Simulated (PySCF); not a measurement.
C2H8FNOSi, SMILES C[Si@@](N)(O)CF.

The structure is a stationary point at r2SCAN-D4/def2-SVP. The structure was generated by enumeration; whether it is a known compound was not checked. Other conformers were not sampled.

Two levels are set side by side: PBE/def2-TZVP (PySCF) and PBE0/def2-TZVP (PySCF). Same geometry, gas phase. Differences are taken from unrounded values.

```json
[
 {"quantity": "orbital gap (eV)", "PBE0": "8.15"},
 {"quantity": "highest occupied level (eV)", "PBE0": "-7.46"},
 {"quantity": "lowest empty level (eV)", "PBE0": "0.69"},
 {"quantity": "dipole moment (D)", "PBE0": "1.84"},
 {"quantity": "mean polarisability (bohr³)", "PBE0": "59.6"}
]
```

Task: What does PBE give, and how far is it from PBE0? (An estimate is asked for; the answer gives what the named calculation found.)

Result: 
```tsv
quantity	PBE	PBE minus PBE0
orbital gap (eV)	5.87	-2.28
highest occupied level (eV)	-6.01	1.45
lowest empty level (eV)	-0.14	-0.83
dipole moment (D)	1.80	-0.04
mean polarisability (bohr³)	62.5	2.9
```

PBE's occupied levels lie high since its potential decays too fast outside the molecule; exact exchange lowers them and widens the gap. PBE's more diffuse valence density responds more strongly to a field. Differences between two approximate levels are no errors against the true value.

Rough cost on one machine, each run with all the roots and properties that it gave: PBE0 against PBE within a factor of 2.
